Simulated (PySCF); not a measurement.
GeF2ClBr, SMILES [F][Ge]([F])([Cl])[Br].

Geometry: TPSSh-D3(BJ)/def2-SVP.

The numbers are results of PBE/def2-TZVP run with PySCF, not measurements.

Isolated molecule, no solvent.

```
Item                                                                                                            Value
---------------------------------------------------------------------------------------------  ----------------------
total energy                                                                                      -5310.24498 hartree
point group                                                                                                        Cs
highest occupied level                                                                                       -8.20 eV
lowest empty level                                                                                           -3.33 eV
orbital gap                                                                                                   4.87 eV
dipole moment                                                                                               0.292 e·Å
quadrupole, principal values (traceless, Buckingham form, about the centre of nuclear charge)  -2.92, -1.53, 4.45 D·Å
mean static polarisability                                                                       58.6 bohr³ (8.68 Å³)
polarisability, principal values                                                               46.2, 54.5, 75.0 bohr³
```
